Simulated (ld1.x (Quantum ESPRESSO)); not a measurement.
u(r) = r·R(r): atom against pseudo-atom (boron (B))

Columns: radius, all-electron u(r) and pseudo u(r) of the 2p shell (level -3.73 eV) of boron in the configuration [He] 2s1.75 2p1.25; PBE, scalar-relativistic, ultrasoft scheme, ld1.x (Quantum ESPRESSO) 7.5.

| r (bohr) | all-electron | pseudo |
| --- | --- | --- |
| 0.182 | 0.0753 | 0.0098 |
| 0.365 | 0.2085 | 0.0385 |
| 0.548 | 0.3364 | 0.0838 |
| 0.730 | 0.4401 | 0.1416 |
| 0.912 | 0.5191 | 0.2077 |
| 1.095 | 0.5757 | 0.2772 |
| 1.277 | 0.6104 | 0.3445 |
| 1.460 | 0.6268 | 0.4056 |
| 1.642 | 0.6284 | 0.4560 |
| 1.825 | 0.6188 | 0.4937 |
| 2.007 | 0.6012 | 0.5169 |
| 2.190 | 0.5777 | 0.5261 |
| 2.372 | 0.5505 | 0.5224 |
| 2.555 | 0.5209 | 0.5080 |
| 2.738 | 0.4903 | 0.4856 |
| 2.920 | 0.4595 | 0.4585 |
| 3.102 | 0.4292 | 0.4292 |
| 3.285 | 0.3995 | 0.3995 |
| 3.468 | 0.3710 | 0.3710 |
| 3.650 | 0.3440 | 0.3440 |
| 3.832 | 0.3185 | 0.3185 |
| 4.015 | 0.2943 | 0.2943 |
| 4.198 | 0.2716 | 0.2716 |
| 4.380 | 0.2504 | 0.2504 |
| 4.562 | 0.2307 | 0.2307 |
| 4.745 | 0.2123 | 0.2123 |

(1) How many radial nodes do the two functions have?

(2) At about which radius was the pseudo-wave matched?

(3) Is the pseudo-wave norm-conserving?

Results:

(1) The all-electron 2p function has n − l − 1 = 0; the pseudo-wave has 0.

(2) 3.45 bohr. The columns agree to 0.0005 from 3.10 bohr on; several derivatives are matched, so the curves merge somewhat inside the radius.

(3) No, it belongs to an ultrasoft set: the norm inside the radius is not constrained, and the difference is carried by the augmentation charge.
